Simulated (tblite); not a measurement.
Compound: C₅H₁₁O₂Si (doublet state).
Cartesian coordinates in Å at the GFN2-xTB level; atoms count from 1:
```xyz
19
C5H11O2Si angstrom
C     -3.689   -0.086   -0.007
C     -2.680   -0.180    1.066
O     -1.371   -0.284    0.797
Si    -0.489   -0.290   -0.571
O      1.022   -0.665   -0.159
C      1.943   -0.019    0.641
C      2.879    0.970    0.017
C      3.384   -0.373    0.464
H     -3.605   -0.935   -0.692
H     -4.689   -0.066    0.415
H     -3.541    0.816   -0.611
H     -2.925   -0.134    2.112
H     -0.607    1.021   -1.218
H     -0.787   -1.411   -1.452
H      1.576    0.187    1.642
H      3.156    1.845    0.584
H      2.780    1.138   -1.044
H      4.014   -0.428    1.338
H      3.619   -1.097   -0.300
```

Computed values, GFN2-xTB/tblite, gas phase, harmonic and unscaled. Errors from tens to a few hundred cm⁻¹ against measured bands are possible. Modes of hydrogen on silicon can be 10 to 20 % off. One conformer, not necessarily the lowest. Open shells enter through the occupations alone, without spin polarisation, and single modes of such species can be off by tens of per cent. The optimisation stopped once no atom felt more than 0.01 eV/Å.

Lowest wavenumbers of the output (negative numbers stand for imaginary wavenumbers):
```
mode    cm-1
  1    -144.6
  2      24.0
  3      38.0
  4      41.0
  5     117.2
  6     131.5
  7     136.9
  8     200.6
  9     230.1
 10     378.4
```

Is this structure a minimum?

No. 1 mode is imaginary beyond 20i (145i cm⁻¹), so at this level the point lies at or near a first-order saddle.

Which atoms move in the imaginary mode?

145i: H12 (hydrogen on carbon) 56 %, C2 (carbon bonded to C, O and H) 15 %, H9 (hydrogen on carbon) 11 %, H11 (hydrogen on carbon) 11 %. These are shares of the mass-weighted motion.

What is the remedy?

Step along that mode in both directions, optimise again with tighter thresholds and repeat the frequencies. The zero-point energy of this point (91.7 kcal/mol) counts the 50 real modes alone, and thermal corrections from it aren't those of a minimum.
